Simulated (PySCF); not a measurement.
# `C[SiH2]N[SiH2]n1cncc1F`: 4 charge schemes on one density

Compound: C4H10FN3Si2.
SMILES with atom numbers: `[CH3:1][SiH2:2][NH:3][SiH2:4][n:5]1[cH:6][n:7][cH:8][c:9]1[F:10]` (hydrogens: H11, H12, H13 on C1; H14, H15 on Si2; H16 on N3; H17, H18 on Si4; H19 on C6; H20 on C8)

Cartesian coordinates in Å at the GFN2-xTB level; atoms count from 1:
```xyz
20
C4H10FN3Si2 angstrom
C     -3.207    0.289    1.293
Si    -1.434    0.484    0.653
N     -1.092   -0.991   -0.231
Si     0.359   -1.532   -0.974
N      1.586   -0.372   -0.489
C      2.498   -0.437    0.521
N      3.206    0.643    0.647
C      2.763    1.499   -0.320
C      1.772    0.874   -1.008
F      1.024    1.284   -2.037
H     -3.479    1.137    1.912
H     -3.925    0.235    0.480
H     -3.323   -0.607    1.897
H     -0.470    0.579    1.753
H     -1.329    1.640   -0.243
H     -1.892   -1.580   -0.397
H      0.828   -2.801   -0.420
H      0.325   -1.498   -2.434
H      2.601   -1.309    1.132
H      3.183    2.475   -0.449
```

Density: PBE0/pcSseg-1 (PySCF); schemes: Mulliken, IAO, Hirshfeld and ESP-fitted. One conformer (not necessarily the lowest) at the GFN2-xTB geometry, without solvent, vibrations or thermal averaging.

What partial charge does each atom carry?

In e:

```csv
atom,environment,Mulliken,IAO,Hirshfeld,ESP-fitted
C1,Si-methyl carbon,-0.651,-0.724,-0.212,-0.705
Si2,SiH2 silicon,+0.771,+0.903,+0.374,+0.720
N3,nitrogen bridging silicon atoms,-0.845,-0.954,-0.337,-0.847
Si4,SiH2 silicon,+0.917,+1.024,+0.426,+0.596
N5,pyrrole-type nitrogen,-0.733,-0.390,-0.113,-0.074
C6,aromatic CH next to a ring nitrogen,+0.309,+0.034,+0.037,+0.146
N7,pyridine-type nitrogen,-0.399,-0.314,-0.204,-0.528
C8,aromatic CH next to a ring nitrogen,-0.004,-0.147,-0.060,+0.082
C9,aromatic C–F carbon,+0.443,+0.304,+0.104,-0.008
F10,aryl fluorine,-0.265,-0.251,-0.066,-0.107
H11,methyl hydrogen,+0.145,+0.163,+0.047,+0.180
H12,methyl hydrogen,+0.139,+0.156,+0.044,+0.173
H13,methyl hydrogen,+0.139,+0.157,+0.044,+0.170
H14,Si–H hydrogen,-0.089,-0.139,-0.084,-0.121
H15,Si–H hydrogen,-0.091,-0.145,-0.088,-0.132
H16,N–H hydrogen,+0.218,+0.269,+0.117,+0.400
H17,Si–H hydrogen,-0.115,-0.144,-0.075,-0.118
H18,Si–H hydrogen,-0.096,-0.140,-0.076,-0.084
H19,aromatic hydrogen,+0.106,+0.165,+0.061,+0.124
H20,aromatic hydrogen,+0.103,+0.172,+0.059,+0.133
```

Mean size of the charges over all atoms: IAO 0.335 e, Mulliken 0.329 e, ESP-fitted 0.272 e, Hirshfeld 0.131 e. Each set sums to the total charge, 0, to within 0.001 e. The Mulliken scheme gives each basis function's population to the atom it is centred on and halves the overlap population of two atoms between them.

Lowest charge. All schemes agree: Mulliken N3 (-0.845); IAO N3 (-0.954); Hirshfeld N3 (-0.337); ESP-fitted N3 (-0.847).

Highest charge. The schemes don't all agree: Mulliken Si4 (+0.917); IAO Si4 (+1.024); Hirshfeld Si4 (+0.426); ESP-fitted Si2 (+0.720).

How many electrons does the Mulliken scheme count on C6?

Z − q = 6 − (+0.309) = 5.691.

Sum the charges by element, for elements with more than one atom.

```
element  atoms  Mulliken     IAO  Hirshfeld  ESP-fitted
      C      4    +0.097  -0.533     -0.130      -0.485
     Si      2    +1.688  +1.927     +0.800      +1.316
      N      3    -1.978  -1.658     -0.653      -1.448
      H     10    +0.458  +0.515     +0.050      +0.725
```

How closely do the schemes follow one another over all atoms?

Correlation coefficient and root-mean-square difference: IAO with Hirshfeld 0.98, 0.279 e; Mulliken with IAO 0.96, 0.124 e; Mulliken with Hirshfeld 0.94, 0.278 e; Hirshfeld with ESP-fitted 0.93, 0.218 e; IAO with ESP-fitted 0.93, 0.171 e; Mulliken with ESP-fitted 0.88, 0.208 e.

These values come from a run that also computed NMR shieldings. Time: 54 s of wall time; peak memory 1.1 GiB. Hardware: one thread of an Arm Neoverse V1, shared host with 32 logical CPUs at a one-minute load of 13.
